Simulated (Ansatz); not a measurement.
The same atomization along the group O, S, Se, Te.

Calculated with Ansatz (gas phase, PBE0-D4/def2-TZVP geometries, no zero-point term in ΔE). CCSD(T)/CBS adds triple-zeta CCSD(T) − MP2 to the extrapolated MP2 energy (def2 sets, frozen cores). This one scheme is used for every species, atoms too. No spin–orbit coupling; open shells (•) take unrestricted orbitals. Spin–orbit coupling would lower the free atoms: a little for O, S, Si; clearly for Se; strongly for Te. Elements past krypton have def2 core potentials. Bonds to Se, Te are less sure, by a few kJ/mol each and by 10 to 20 or more in all where they break to atoms, as the def2 sets lack core-valence functions. Scalar relativity is left out up to krypton.

Task: Order these by ΔE at CCSD(T)/CBS, lowest first. (Best estimate.)
A. `[SiH3][SeH]` → 4 H• + Si• + Se•
B. `O[SiH3]` → 4 H• + Si• + O•
C. `[SiH3]S` → 4 H• + Si• + S•
D. `[SiH3][TeH]` → 4 H• + Si• + Te•

Result: D (+1555.3 kJ/mol), A (+1637.8 kJ/mol), C (+1706.0 kJ/mol), B (+1943.1 kJ/mol).

Largest T1 diagnostic: 0.012, for Si•.

For atomizations the MP2-based limit and the directly extrapolated one differ by several kJ/mol either way, and by 10 to 25 for some Ge, Se and Sn compounds, so smaller differences from it don't rank the levels.
